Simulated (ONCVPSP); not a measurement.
What the settings do to the ONCV potential of Sb (Z = 51)

Base potential:

antimony (Sb), optimised norm-conserving Vanderbilt (ONCV), made with ONCVPSP 4.0.1 (LDA (Perdew-Wang 92), fully relativistic). Core [Ar] 3d10, reference 4s2 4p6 4d10 5s2 5p3. Waves: 4s+5s: rc 1.25 bohr, ncon 3, nbas 7, qcut 11.4 1/bohr, 2 projectors; 4p+5p: rc 1.35 bohr, ncon 4, nbas 7, qcut 10.1 1/bohr, 2 projectors; 4d: rc 1.05 bohr, ncon 3, nbas 6, qcut 9.5 1/bohr, 2 projectors, debl 0.9 Ha. Local part: polynomial inside 0.80 bohr (lpopt 5, dvloc0 1 Ha). Core correction: Teter function, fcfact 1.75, rcfact 1.6.

Open shells are filled in proportion to 2j + 1.

In the d channel the program set the typed energies aside and used -1.214, 0.250 Ha (j = l + 1/2; the other j can differ).

Cutoffs, loose and tight: the cutoffs (Ha) at which the residual kinetic energy of the hardest occupied pseudo-wave falls to 1 and 0.1 mHa per electron. They do not see the model core or the augmentation charge, which bear on the density cutoff. Test errors are all-electron minus pseudo excitation energies from the reference, over the configurations 4s2 4p6 4d10 5s2 5p2; 4s2 4p6 4d10 5s2 5p1; 4s2 4p6 4d10 5s2 5p0; 4s2 4p6 4d10 5s1 5p4. A dash means not determined; rows that change the core or the reference have their own tests.

| change | outcome | cutoff, loose | cutoff, tight | bound ghosts | GHOST(+) flags above zero | largest test error (meV) |
| --- | --- | --- | --- | --- | --- | --- |
| base | generated, projector energies reset by the program | 45 Ha | 109 Ha | none | s | +0.9 |
| core [Kr] 4d10, valence charge 5; reference 5s2 5p2; waves now 5s: rc 1.45 bohr, ncon 4, nbas 9, qcut 4.6 1/bohr, 2 projectors, debl 0.3 Ha; 5p: rc 2.25 bohr, ncon 4, nbas 7, qcut 3.9 1/bohr, 3 projectors, debl 2.1 Ha; local potential polynomial inside 1.10 bohr (lpopt 5, dvloc0 3 Ha) | failed: optimize: ERROR ps0norm > uunorm, code will stop | – | – | – | – | – |
| s: qcut 11.7; p: qcut 10.4; d: qcut 9.8 | generated, projector energies reset by the program | 46 Ha | 96 Ha | none | s | +0.9 |
| core correction Teter function, fcfact 2.4, rcfact 1.6 | generated, projector energies reset by the program | 45 Ha | 109 Ha | none | s | +0.9 |

**Question.** What comes out with this change to the base: d: qcut 10.8?

**Answer.** outcome: generated, projector energies reset by the program; cutoff, loose: 48 Ha; cutoff, tight: 55 Ha; bound ghosts: none; GHOST(+) flags above zero: s; largest test error (meV): +1.0.
